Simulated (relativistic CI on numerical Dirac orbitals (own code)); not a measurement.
# As IV: what numerical and physical settings do to a radial Dirac CI calculation

Reference input:

```
atom As  Z=33  charge=3  electrons=30
nucleus A=75  rms_radius_fm=4.0968
hamiltonian dirac-coulomb  breit=on  qed=on  c_scale=1
orbitals kli  potential=per-configuration
slater_scale 1
correlation none
mixing on
grid step=0.0125 r_max=37.3
scf mixing=0.4 start=green max_iterations=150 tolerance=2e-08 node_fill=0.05
configurations
  [Ar] 3d10 4s2
  [Ar] 3d10 4s 4p
  [Ar] 3d10 4p2
  [Ar] 3d10 4s 4d
  [Ar] 3d10 4s 4f
end
```

Computed lowest total energy -2255.74975 Ha, first excitation 72430.0 cm⁻¹, 59 SCF steps. Runs with settings changed; * marks those that are bad on purpose (the QED terms keep the true α when c is scaled):

```tsv
Changed	Outcome	Lowest level	ΔE (Ha)	First excitation (cm⁻¹)	SCF steps	Message
end of the grid at 111.9 bohr, iteration limit 30, QED terms off	converged	4s2 1S_0	-0.71	72553.1	59	
grid step 0.008	converged	4s2 1S_0	-4.75e-05	72430.0	59	
Breit term off	converged	4s2 1S_0	-1.05	72382.0	59	
node fill of the KLI weights 0.2	converged	4s2 1S_0	0.00493	72402.2	59	
iteration limit 4 *	not converged				4	SCF of 1s2 2s2 2p6 3s2 3p6 3d10 4s2 did not converge
speed of light × 0.4 *	converged	4s2 1S_0	-155	86182.3	60
```

With so few configurations and no correlation, terms lie too far apart (by 10 to 50 % near neutrality), their order can be wrong, and levels of other configurations are missing.
